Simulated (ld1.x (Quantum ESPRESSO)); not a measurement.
lanthanum (La), TM semilocal: configuration errors across variants

- Element: lanthanum (La)
- Generator: ld1.x (Quantum ESPRESSO) 7.5
- Type: norm-conserving Troullier–Martins (semilocal form)
- Functional: PBEsol
- Relativity: scalar-relativistic
- Frozen core: [Kr] 4d10
- Valence charge: 11
- Reference configuration: 4f0 5s2 5p6 5d1 6s2 6p0
- Partial waves: 5s (bound): rc 1.40 bohr; 5p (bound): rc 2.75 bohr; 4f (bound, empty): rc 1.65 bohr; 5d (bound): rc 3.30 bohr
- Local potential: the d channel
- Core correction: none

Occupied shells without a wave of their own: 6s. They enter only through the test configuration that unscreens the potential.

All-electron excitation energies from the reference (eV): (1) 4f0 5s2 5p6 5d1 6s1 6p0 5.999; (2) 4f0 5s2 5p6 5d1 6s0 6p0 16.847; (3) 4f0 5s2 5p6 5d0 6s0 6p0 35.754; (4) 4f1 5s2 5p6 5d0 6s1 6p0 6.226; (5) 4f0 5s2 5p6 5d1 6s1 6p1 2.408; (6) 4f0 5s2 5p6 5d2 6s0 6p0 6.055; (7) 4f0 5s2 5p6 5d1 6s0 6p1 8.982.

A semilocal file is local in each channel, so a ghost entry of none says nothing of the separable form that plane-wave codes build from it.

For the base: The 6s level has no wave, so the channel is fitted at the deeper level alone: the likely source of the large errors.

On the changes marked as counting shells twice: ld1.x takes every shell without a wave as core, so the model core holds the marked electrons as well and exchange and correlation see them twice. This cancels in the reference configuration, but the file is broken for other ones, and its errors say nothing about a proper core correction.

Tests that are not counted but printed errors over 1 eV. “core correction a·sin(br)/r model core inside 0.82 bohr (6s counted twice)”: 4f0 5s2 5p6 5d1 6s1 6p1 (solver errors, printed error -24.1 eV); 4f0 5s2 5p6 5d1 6s0 6p1 (solver errors, printed error -8.0 eV). “wave 5p (bound): rc 2.75 bohr becomes 5p (bound): rc 3.28 bohr”: 4f0 5s2 5p6 5d1 6s1 6p1 (converged, but collapsed or in another state, printed error -27.3 eV). “all radii scaled by about 0.91 (s 1.28, p 2.50, d 3.00, f 1.50 bohr)”: 4f0 5s2 5p6 5d1 6s1 6p1 (an occupied level unbound or not found, printed error -14.2 eV).

3 further variants failed, have other tests or another functional or relativity, and are left out.

Errors AE − PS in meV (a dash: test not solved or not reliable):

| change | (1) | (2) | (3) | (4) | (5) | (6) | (7) | bound ghosts |
| --- | --- | --- | --- | --- | --- | --- | --- | --- |
| base | -74 | -198 | -270 | +260 | -14198 | -133 | -7606 | none |
| wave 5d (bound): rc 3.30 bohr becomes 5d (bound): rc 2.14 bohr | -74 | -198 | -270 | +258 | -14196 | -133 | -7605 | none |
| core correction a·sin(br)/r model core inside 0.82 bohr (6s counted twice) | -209 | -858 | -1260 | -279 | – | -451 | – | none |
| wave 5p (bound): rc 2.75 bohr becomes 5p (bound): rc 3.28 bohr | -74 | -198 | -263 | -9537 | – | -132 | -7526 | none |
| all radii scaled by about 0.91 (s 1.28, p 2.50, d 3.00, f 1.50 bohr) | -116 | -311 | -439 | +239 | – | -206 | -7644 | none |

(1) Give the same row for: wave 4f (bound): rc 1.65 bohr becomes 4f (bound): rc 1.12 bohr.

Answers

(1) -74, -198, -270, +277, -14198, -133, -7606; bound ghosts: none.
